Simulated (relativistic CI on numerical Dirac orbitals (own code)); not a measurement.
Pt3+: L2,3 absorption edge

Computed with this model: Dirac-Coulomb-Breit CI, KLI orbitals optimised for each configuration, QED by a radiative potential, multiplet model of core-to-valence dipole absorption, unscaled Slater integrals; configurations [Xe] 4f14 5d7 → [He] 2s2 2p5 3s2 3p6 3d10 4s2 4p6 4d10 4f14 5s2 5p6 5d8; 10 K; Lorentzian 7.5 eV and Gaussian 1 eV FWHM. Energies are those of the free ion, without screening or charge transfer. The branching ratio is the share of the lower-energy edge in the whole absorption, uncertain by about 0.02 where the edges overlap. S is read from ⟨S²⟩ = S(S + 1).

Field parameters in Wybourne normalisation: Td as Oh with Dq negative (B⁴₀ = 21Dq, B⁴₄ = √(5/14) B⁴₀). The field is a parameter set, without covalency.

free ion: ground-state S = 1.40, centroid 11641.61 eV, branching ratio 0.954. Peaks (eV, height): 11562.5 (100).

Td, 10Dq = -10950 cm⁻¹: ground-state S = 1.45, centroid 11766.37 eV, branching ratio 0.881. Peaks (eV, height): 11563.0 (100), 13273.5 (14).

The statistical ratio of this edge is 2/3 = 0.667. Values above it arise where the holes sit mainly in the j = l + 1/2 valence subshell or the ground state has high spin; values below it where core-valence Coulomb terms move weight to the upper edge, as in nearly empty shells. At deep edges of heavy elements the radial integrals of the two core levels differ, which raises the baseline.

Strongest unbroadened transitions for Td, 10Dq = -10950 cm⁻¹:

| Energy (eV) | Relative strength |
| --- | --- |
| 11562.13 | 20.9 |
| 11562.47 | 86.6 |
| 11562.64 | 65.4 |
| 11562.69 | 17.6 |
| 11562.80 | 7.7 |
| 11562.87 | 92.4 |
| 11562.90 | 28.4 |
| 11563.25 | 16.2 |
| 11563.32 | 24.8 |
| 11563.33 | 100.0 |
| 11563.75 | 3.9 |
| 11563.79 | 4.5 |
| 11563.91 | 13.8 |
| 11566.11 | 6.1 |
| 13272.99 | 15.5 |
| 13273.27 | 25.8 |
| 13273.52 | 9.3 |
| 13273.92 | 10.5 |
